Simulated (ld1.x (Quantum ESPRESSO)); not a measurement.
**Transferability test, TM potential for Ni (Z = 28)**

nickel, norm-conserving Troullier–Martins (Kleinman–Bylander form), made with ld1.x (Quantum ESPRESSO) 7.5 (LDA (PZ), scalar-relativistic). Core [Ne] 3s2, reference 3p6 3d8 4s2 4p0. Waves: 3p (bound): rc 1.00 bohr; 3d (bound): rc 1.00 bohr; 4f channel at -0.05 Ry: rc 1.85 bohr; 4s (bound): rc 1.80 bohr. Local part: the s channel. Core correction: Bessel-smoothed model core, default radius (core density twice the valence density).

Energies are relative to the spin-unpolarised reference configuration 3p6 3d8 4s2 4p0; without spin polarisation the order of configurations can differ from experiment. Spin-polarised rows fill each open shell by Hund’s rule, majority spin first. Not all tests gave a result: 5 of 9 tests not solved or not reliable. Left out of the table: 3p6 3d8 4s0 4p0 (solver errors, printed error -47 meV); 3p6 3d7 4s0 4p0 (solver errors, printed error -266 meV); 3p6 3d6 4s0 4p0 (solver errors, printed error -1.3 eV); 3p6 3d9 4s1 4p0 (solver errors, printed error -212 meV); 3p6 3d8 4s1 4p0 (spin-polarised) (solver errors, printed error +13 meV).

**Question.** Give the all-electron excitation energy and the error of the potential for: 3p6 3d8 4s1 4p0; 3p6 3d9 4s0 4p0; 3p6 3d8 4s0 4p2; 3p6 3d8 4s2 4p0 (spin-polarised).

**Answer.**

| valence configuration | charge | ΔE all-electron (eV) | error AE − PS (meV) |
| --- | --- | --- | --- |
| 3p6 3d8 4s1 4p0 | +1 | 9.601 | -7.2 |
| 3p6 3d9 4s0 4p0 | +1 | 6.563 | -334 |
| 3p6 3d8 4s0 4p2 | 0 | 9.678 | -1729 |
| 3p6 3d8 4s2 4p0 (spin-polarised) | 0 | -0.912 | +27 |

Levels in the configuration 3p6 3d8 4s1 4p0:

```tsv
level	all-electron (eV)	pseudo (eV)
3p	-80.457	-80.372
3d	-18.261	-18.203
4s	-13.512	-13.529
```
